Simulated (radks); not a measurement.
The numbers below are computed, except where a source is named.
Numerical settings for neutral arsenic, [Ar] 3d10 4s2 4p3. Code: a radial shooting solver on a logarithmic mesh with Libxc functionals. Model: scalar-relativistic Kohn-Sham, r2SCAN, spin-polarised, spherical densities, finite nucleus; open shells are filled with parallel spins first; meta-GGA in the generalised Kohn-Sham scheme; Fermi nuclear charge, rms radius 4.0968 fm. The defaults (mesh step 0.008 in ln r, mesh end at 40 bohr or more with all orbitals vanishing there, Anderson mixing 0.5 over 9 steps, residual threshold near 1e-9 with the energy settled to 1e-9 hartree or 1e-11 of itself, here a cap of 84 iterations) give E = -2261.248 hartree and 4p at -6.310 eV in 13 iterations. Times are rough (one thread of a shared host). Changes against that run (0 stands for a change within the tolerance of the run):

setting                    iterations  converged  E (mhartree)  e(4p) (meV)  CPU (s)
mesh step in ln r 0.05             11        yes        +0.103            0     0.05
mesh step in ln r 0.08             11        yes         +1.26       -0.144     0.04
mesh step in ln r 0.02             11        yes             0            0     0.09
mesh end (bohr) 20                 13        yes             0            0     0.22
mesh end (bohr) 5                  12        yes         +72.8    +1.78e+03      0.2
residual threshold 1e-05           11        yes             0      +0.0559      0.2
residual threshold 1e-13           84         no             0            0     0.81
mixing 2.5                         21        yes             0     -0.00731     0.33
linear mixing, mixing 1            15         no      diverged            -      0.5
linear mixing, mixing 0.8          27         no      diverged            -     0.44
mixing history 3                   16        yes             0     +0.00583     0.26
iteration cap 8                     8         no             0       +0.514     0.14

Settings that end as converged yet miss the energy by more than 1 mhartree: mesh step in ln r 0.08 (+0.00126 hartree); mesh end (bohr) 5 (+0.0728 hartree). A mesh that ends early acts as a hard wall.
